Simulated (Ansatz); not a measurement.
`CN[SiH2]CCl` and `S[SiH2][SiH2]CCl` differ in one atom or group.

Ansatz, PBE0-D4/def2-TZVP geometries, multiplicity 1. Each molecule was computed in one conformer, which needn't be the lowest.

```json
{"property": "LUMO energy (ωB97M-V/def2-TZVPP) / eV", "`CN[SiH2]CCl`": "2.18"}
{"property": "HOMO–LUMO gap (B3LYP/def2-TZVPP) / eV", "`CN[SiH2]CCl`": "6.89"}
{"property": "LUMO energy (PBE0/def2-TZVPP) / eV", "`CN[SiH2]CCl`": "0.44"}
{"property": "HOMO energy (PBE0/def2-TZVPP) / eV", "`CN[SiH2]CCl`": "-6.92"}
{"property": "LUMO energy (PBE/def2-TZVPP) / eV", "`CN[SiH2]CCl`": "-0.57"}
{"property": "LUMO energy (B3LYP/def2-TZVPP) / eV", "`CN[SiH2]CCl`": "0.19"}
```

**Question.** Give the same properties after the change, and the shifts. (An estimate is asked.)

**Answer.** Ansatz gave: 
| property | `S[SiH2][SiH2]CCl` | shift |
| --- | --- | --- |
| LUMO energy (ωB97M-V/def2-TZVPP) / eV | 0.87 | -1.31 |
| HOMO–LUMO gap (B3LYP/def2-TZVPP) / eV | 6.04 | -0.85 |
| LUMO energy (PBE0/def2-TZVPP) / eV | -0.89 | -1.33 |
| HOMO energy (PBE0/def2-TZVPP) / eV | -7.33 | -0.41 |
| LUMO energy (PBE/def2-TZVPP) / eV | -1.73 | -1.16 |
| LUMO energy (B3LYP/def2-TZVPP) / eV | -1.06 | -1.25 |

With PBE0 the HOMO falls by 0.41 eV and the LUMO falls by 1.33 eV, so the gap narrows by about 0.92 eV. PBE moves the HOMO by -0.61 eV and ωB97M-V by -0.16 eV.

B3LYP here is the variant with VWN-RPA as its local correlation; programs differ in this.
